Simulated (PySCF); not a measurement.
C₄H₉S (SMILES CC(C)(C)[S]), doublet, geometry from GFN2-xTB; CCSD(T)/STO-3G run with PySCF.

Here is a job for PySCF.
```python
from pyscf import gto, scf, cc

mol = gto.Mole()
mol.atom = '''
    C    -0.71538146    0.98031295   -1.11870904
    C    -0.07272565   -0.12100881   -0.28002528
    C     1.21599831   -0.61688840   -0.93010260
    C    -1.04783651   -1.27394779   -0.05822117
    S     0.35073758    0.58359512    1.35049168
    H    -0.97990170    0.58957037   -2.10000213
    H    -1.61741266    1.35117624   -0.63687632
    H    -0.02730017    1.81269327   -1.24928387
    H     1.68594925   -1.38061903   -0.31429069
    H     0.99542825   -1.04397665   -1.90710378
    H     1.91946493    0.20276865   -1.05917499
    H    -1.31992205   -1.71598798   -1.01538196
    H    -1.95251605   -0.92104190    0.43205937
    H    -0.59591924   -2.04291254    0.56453612
'''
mol.basis = 'sto-3g'
mol.spin = 1
mol.verbose = 4
mol.build()

mf = scf.UHF(mol)
mf.kernel()

mycc = cc.CCSD(mf)
mycc.kernel()
et = mycc.ccsd_t()
print('E(CCSD(T)) = %.10f' % (mycc.e_tot + et))
```

### Question
What does PySCF print? Leave out banner, timings and long lists.

### Answer

```
PySCF version 2.14.0

[INPUT] verbose = 4
[INPUT] num. atoms = 14
[INPUT] num. electrons = 49
[INPUT] charge = 0
[INPUT] spin (= nelec alpha-beta = 2S) = 1
[INPUT] symmetry False subgroup None
[INPUT] Mole.unit = angstrom
[INPUT] Symbol           X                Y                Z      unit          X                Y                Z       unit  Magmom
[INPUT]  1 C     -0.715381460000   0.980312950000  -1.118709040000 AA   -1.351875033991   1.852522991864  -2.114053698675 Bohr   0.0
[INPUT]  2 C     -0.072725650000  -0.121008810000  -0.280025280000 AA   -0.137431560731  -0.228673509560  -0.529171087155 Bohr   0.0
[INPUT]  3 C      1.215998310000  -0.616888400000  -0.930102600000 AA    2.297903773834  -1.165750125421  -1.757639181746 Bohr   0.0
[INPUT]  4 C     -1.047836510000  -1.273947790000  -0.058221170000 AA   -1.980124027220  -2.407412420095  -0.110022065952 Bohr   0.0
[INPUT]  5 S      0.350737580000   0.583595120000   1.350491680000 AA    0.662797967793   1.102834944433   2.552059408704 Bohr   0.0
[INPUT]  6 H     -0.979901700000   0.589570370000  -2.100002130000 AA   -1.851745841996   1.114126530458  -3.968428886703 Bohr   0.0
[INPUT]  7 H     -1.617412660000   1.351176240000  -0.636876320000 AA   -3.056466957804   2.553353039620  -1.203521820021 Bohr   0.0
[INPUT]  8 H     -0.027300170000   1.812693270000  -1.249283870000 AA   -0.051589844454   3.425493828142  -2.360804366137 Bohr   0.0
[INPUT]  9 H      1.685949250000  -1.380619030000  -0.314290690000 AA    3.185982342416  -2.608991849063  -0.593923327601 Bohr   0.0
[INPUT] 10 H      0.995428250000  -1.043976650000  -1.907103780000 AA    1.881086769155  -1.972829948941  -3.603903835323 Bohr   0.0
[INPUT] 11 H      1.919464930000   0.202768650000  -1.059174990000 AA    3.627263023407   0.383177215148  -2.001550649089 Bohr   0.0
[INPUT] 12 H     -1.319922050000  -1.715987980000  -1.015381960000 AA   -2.494291180274  -3.242747315246  -1.918793816224 Bohr   0.0
[INPUT] 13 H     -1.952516050000  -0.921041900000   0.432059370000 AA   -3.689720588318  -1.740516940249   0.816473878852 Bohr   0.0
[INPUT] 14 H     -0.595919240000  -2.042912540000   0.564536120000 AA   -1.126124155959  -3.860545197040   1.066818654225 Bohr   0.0

nuclear repulsion = 234.2830501122
number of shells = 26
number of NR pGTOs = 114
number of NR cGTOs = 38
basis = sto-3g
ecp = {}

******** <class 'pyscf.scf.uhf.UHF'> ********
method = UHF
initial guess = minao
damping factor = 0
level_shift factor = 0
DIIS = <class 'pyscf.scf.diis.CDIIS'>
diis_start_cycle = 1
diis_space = 8
diis_damp = 0
SCF conv_tol = 1e-09
SCF conv_tol_grad = None
SCF max_cycles = 50
direct_scf = True
direct_scf_tol = 1e-13
number electrons alpha = 25  beta = 24
Set gradient conv threshold to 3.16228e-05
init E= -548.385767431925

cycle= 1 E= -547.949343266535  delta_E= 0.436  |g|= 0.27  |ddm|= 3.12
cycle= 2 E= -548.027177523461  delta_E= -0.0778  |g|=  0.1  |ddm|= 0.547
cycle= 3 E= -548.034971121301  delta_E= -0.00779  |g|= 0.0261  |ddm|= 0.162
cycle= 4 E= -548.035929026476  delta_E= -0.000958  |g|= 0.00544  |ddm|= 0.0593
cycle= 5 E= -548.035984234626  delta_E= -5.52e-05  |g|= 0.00309  |ddm|= 0.0133
cycle= 6 E= -548.036008984775  delta_E= -2.48e-05  |g|= 0.00175  |ddm|= 0.0111
cycle= 7 E= -548.036020576966  delta_E= -1.16e-05  |g|= 0.000596  |ddm|= 0.0113
cycle= 8 E= -548.036021779111  delta_E= -1.2e-06  |g|= 0.000223  |ddm|= 0.00397
cycle= 9 E= -548.036021899854  delta_E= -1.21e-07  |g|= 7.01e-05  |ddm|= 0.00102
cycle= 10 E= -548.036021911023  delta_E= -1.12e-08  |g|= 2.14e-05  |ddm|= 0.0003
cycle= 11 E= -548.0360219119  delta_E= -8.77e-10  |g|= 9.57e-06  |ddm|= 6.66e-05
Extra cycle  E= -548.036021912018  delta_E= -1.18e-10  |g|= 6.23e-06  |ddm|= 1.56e-05
converged SCF energy = -548.036021912018  <S^2> = 0.7545328  2S+1 = 2.0045277

******** <class 'pyscf.cc.uccsd.UCCSD'> ********
CC2 = 0
CCSD nocc = (np.int64(25), np.int64(24)), nmo = (38, 38)
max_cycle = 50
direct = 0
conv_tol = 1e-07
conv_tol_normt = 1e-06
diis_space = 6
diis_start_cycle = 0
diis_start_energy_diff = 1e+09
Init t2, MP2 energy = -0.221696773624652
Init E_corr(UCCSD) = -0.221696773656879
cycle = 1  E_corr(UCCSD) = -0.268268227377433  dE = -0.0465714537  norm(t1,t2) = 0.0786935
cycle = 2  E_corr(UCCSD) = -0.282669340545884  dE = -0.0144011132  norm(t1,t2) = 0.0300716
cycle = 3  E_corr(UCCSD) = -0.291525529400532  dE = -0.00885618885  norm(t1,t2) = 0.013298
cycle = 4  E_corr(UCCSD) = -0.291581646466982  dE = -5.61170665e-05  norm(t1,t2) = 0.00264723
cycle = 5  E_corr(UCCSD) = -0.291584388399318  dE = -2.74193234e-06  norm(t1,t2) = 0.00107124
cycle = 6  E_corr(UCCSD) = -0.291601121946274  dE = -1.6733547e-05  norm(t1,t2) = 0.00051297
cycle = 7  E_corr(UCCSD) = -0.291595699747358  dE = 5.42219892e-06  norm(t1,t2) = 0.000161186
cycle = 8  E_corr(UCCSD) = -0.291595335944389  dE = 3.63802969e-07  norm(t1,t2) = 3.75725e-05
cycle = 9  E_corr(UCCSD) = -0.291595531365998  dE = -1.95421609e-07  norm(t1,t2) = 1.42303e-05
cycle = 10  E_corr(UCCSD) = -0.291595525007957  dE = 6.35804082e-09  norm(t1,t2) = 5.64731e-06
cycle = 11  E_corr(UCCSD) = -0.291595339257665  dE = 1.85750292e-07  norm(t1,t2) = 1.8325e-06
cycle = 12  E_corr(UCCSD) = -0.291595219018198  dE = 1.20239468e-07  norm(t1,t2) = 7.80037e-07
cycle = 13  E_corr(UCCSD) = -0.291595181044193  dE = 3.79740048e-08  norm(t1,t2) = 3.51897e-07
UCCSD converged
E(UCCSD) = -548.3276170930619  E_corr = -0.291595181044193
UCCSD(T) correction = -0.00193855287654088
E(CCSD(T)) = -548.3295556459
```
